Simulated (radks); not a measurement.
Spherical jellium clusters: N electrons in a uniform positive sphere of charge N and radius rs N^(1/3), rs = 3.34 bohr. Method: non-relativistic Kohn-Sham, exchange-only LDA, spin-polarised, spherical densities; computed with a radial shooting solver with Libxc functionals. Levels are named by radial order and angular momentum (1s, 1p, 1d, 2s, ...), and open shells are averaged over m.

N = 22, configuration 1s2 1p6 1d10 2s2 1f(up 2, down 0). This is the lowest configuration that the search found. Occupied and some empty levels:

| level | occupation | eigenvalue (eV) | <r> (bohr) |
|---|---|---|---|
| 1s up | 1 | -5.6242 | 5.914 |
| 1s down | 1 | -5.5131 | 5.658 |
| 1p up | 3 | -4.6175 | 6.969 |
| 1p down | 3 | -4.4127 | 6.807 |
| 1d up | 5 | -3.3353 | 7.782 |
| 1d down | 5 | -3.0690 | 7.687 |
| 2s up | 1 | -2.6780 | 6.679 |
| 2s down | 1 | -2.5380 | 6.723 |
| 1f up | 2 | -1.8609 | 8.591 |
| 1f down | 0 | -1.5594 | 8.566 |
| 2p up | 0 | -1.2032 | 8.851 |
| 2p down | 0 | -1.0375 | 8.890 |
| 1g up | 0 | -0.29738 | 9.744 |
| 2d up | 0 | -0.12323 | 13.37 |

Energy (eV): total -19.0260, kinetic 51.332, external -1650.5, Hartree 808.38, exchange-correlation -72.562, background 844.36.
